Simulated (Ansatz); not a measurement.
I3Sb (SMILES [I][Sb]([I])[I]) moved off its minimum; all values from Ansatz (an electronic-structure program), cores frozen in correlated methods. Elements past Kr take the def2 small-core potentials, without spin–orbit coupling.
(charge 0, multiplicity 1)
```xyz
4

Sb     0.16848     0.09352     1.07562
I     -1.84567    -1.68130    -0.29006
I     -0.28015     2.39628    -0.28746
I      2.24059    -0.91393    -0.44792
```

Forces at MP2/def2-TZVPPD (eV/Å):

```json
[
 {"atom": "Sb1", "Fx": "-0.690", "Fy": "-1.107", "Fz": "-1.114"},
 {"atom": "I2", "Fx": "0.923", "Fy": "0.950", "Fz": "0.758"},
 {"atom": "I3", "Fx": "-0.008", "Fy": "-0.063", "Fz": "0.047"},
 {"atom": "I4", "Fx": "-0.225", "Fy": "0.220", "Fz": "0.309"}
]
```

Problem. Give the forces (eV/Å), the total energy and the dipole at CCSD(T)/def2-TZVPPD.

Solution. 
```json
[
 {"atom": "Sb1", "Fx": "-0.686", "Fy": "-1.099", "Fz": "-0.868"},
 {"atom": "I2", "Fx": "0.803", "Fy": "0.846", "Fz": "0.689"},
 {"atom": "I3", "Fx": "-0.042", "Fy": "0.106", "Fz": "-0.037"},
 {"atom": "I4", "Fx": "-0.076", "Fy": "0.147", "Fz": "0.216"}
]
```
Energy -1129.9620 hartree, dipole 2.25 D.
